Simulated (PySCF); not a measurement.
# Bond lengths and vibrations by method: B2ClFH cation

Calculated results; nothing here was measured. The program is PySCF 2.14.0, an open-source quantum chemistry code, run on an isolated molecule that a program drew, which may never have been made. The molecule is B2ClFH cation (charge +1, singlet), drawn as the SMILES string `FB[B+]Cl`.

The geometry was optimised and harmonic frequencies were computed with HF and MP2, all in the cc-pV(D+d)Z basis, for the commonest isotopes, with a restricted reference for singlets and an unrestricted one otherwise, and a frozen core in MP2. Each result is a local minimum of its method.

Geometry at the HF minimum:
```xyz
5
B2ClFH cation, angstrom
F    -2.7201    1.0237   -1.9774
B    -2.6747   -0.2680   -1.9502
B    -1.7712   -0.9922   -3.2932
Cl   -0.9581   -1.6843   -4.4989
H    -3.1705   -0.9632   -1.1308
```

Lengths of the bonds as drawn, in Å (atoms numbered as above):
| bond | HF | MP2 |
|---|---|---|
| F1-B2 | 1.293 | 1.310 |
| B2-B3 | 1.773 | 1.769 |
| B3-Cl4 | 1.610 | 1.614 |
| B2-H5 | 1.183 | 1.193 |

Rotational constants, in GHz:
| constant | HF | MP2 |
|---|---|---|
| A | 44.26 | 44.11 |
| B | 2.093 | 2.074 |
| C | 1.999 | 1.981 |

Harmonic frequencies in cm^-1, each column in rising order, so a row needn't be the same motion in every method:
```
rank,HF,MP2
1,149,135
2,261,241
3,416,402
4,620,606
5,883,847
6,1128,1080
7,1323,1309
8,1425,?
9,2873,2789
```

**Estimate the missing MP2 frequency from the HF column.**

A single factor s that minimises the squared misfit of MP2 against s times HF over the other rows is sum(HF x MP2) / sum(HF^2) = 0.9711, with an rms misfit of 12 cm^-1. For rank 8 it gives 0.9711 x 1425 = 1384 cm^-1. The calculation gives 1383 cm^-1, 1 cm^-1 below the estimate. The drawn bonds are on average 0.5 % longer in MP2 than in HF.
